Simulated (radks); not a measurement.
Values are calculated unless marked as measured or tabulated.
Q: Dipole-allowed excitations along the series with 2 electrons in [He]. Level of theory: non-relativistic Kohn-Sham, LDA (Slater exchange, VWN5 correlation), spin-unpolarised, spherical densities, point nucleus (a radial shooting solver on a logarithmic mesh with Libxc functionals). Time-dependent linear response with the Hartree and adiabatic LDA kernel, continuum included through the Sternheimer equations. Lines are the poles of the dipole polarisability below minus the highest occupied eigenvalue, found on a grid refined at the orbital gaps; the lowest seven at most are given, and weak or close lines can be missed. The first line takes the name of the lowest orbital gap if no other gap lies below it; otherwise a line is named after a gap within 0.6 % of it, if that gap stands alone.

species  -e(HOMO) (eV)  lowest orbital gap (eV)  first line (eV)      f  static alpha (bohr^3)
Sc19+           5501.7             1s-2p 4232.6   4238.0 (1s-2p)  0.757             0.00005035
Ti20+           6062.5             1s-2p 4658.5   4664.3 (1s-2p)  0.761             0.00004164
V21+            6650.5             1s-2p 5104.8   5111.0 (1s-2p)  0.764             0.00003473
Cr22+           7265.7             1s-2p 5571.6   5578.0 (1s-2p)  0.767             0.00002920
Mn23+           7908.1             1s-2p 6058.7   6065.5 (1s-2p)  0.769             0.00002473

Estimate the first line of Ca18+, its oscillator strength and the static polarisability.

A: 3832.2 eV (1s-2p), f = 0.753, alpha = 0.00006147 bohr^3.
